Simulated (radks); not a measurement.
Results of a calculation; reference values are marked as such.
Valence configurations of Xe II (all share [Kr]). Level of theory: scalar-relativistic Kohn-Sham, SCAN, spin-polarised, spherical densities, finite nucleus; open shells are filled with parallel spins first (spin-orbit coupling, left out, can overturn this in heavy ions); meta-GGA in the generalised Kohn-Sham scheme; Fermi nuclear charge, rms radius 4.7859 fm (a radial shooting solver on a logarithmic mesh with Libxc functionals). Energies are relative to 4d10 5s2 5p5; eigenvalues in eV for spin up.

\begin{tabular}{lrrrrr}
valence & E (eV) & moment (Bohr magnetons) & e(4d) & e(5p) & e(5s) \\ \hline
4d10 5s2 5p5 & 0.000 & 1 & -70.668 & -17.785 & -30.305 \\
4d9 5s2 5p6 & 55.891 & 1 & -78.281 & -18.907 & -32.183 \\
4d10 5s1.5 5p5.5 & 6.222 & 1 & -71.378 & -18.101 & -30.755 \\
4d10 5s1 5p6 & 12.409 & 1 & -72.091 & -18.421 & -31.206 \\
4d9.5 5s1.5 5p6 & 33.800 & 1 & -75.170 & -18.668 & -31.708 \\
4d9.5 5s2 5p5.5 & 27.382 & 1 & -74.479 & -18.356 & -31.264 \\
\end{tabular}

NIST lists [Kr] 4d10 5s2 5p5 as the ground configuration; this level of theory agrees among the configurations tried. The energies are those of spherical high-spin densities, not of single terms.
